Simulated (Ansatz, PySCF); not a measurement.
Caution, from a PySCF single point (B3LYP-D3(BJ)/def2-TZVPD) at this geometry: the highest occupied level lies above zero, so the state may not be bound. This singlet lies 0.21 eV below the relaxed triplet at the level B3LYP-D3(BJ)/def2-TZVPD (PySCF); other levels give the other order.

A geometry relaxed with B3LYP-D3(BJ)/def2-TZVPD in Ansatz (a first-principles code), charge -1, multiplicity 1:

```xyz
5

H      2.3285     0.0060    -0.7027
C      1.2774     0.0583    -0.5483
F     -2.2554     0.5305     0.0173
C      0.0696    -0.0663    -0.4012
B     -1.4201    -0.5284    -0.2705
```

**Question.** Write the SMILES of this molecule.

**Answer.** `C#C[B-]F`
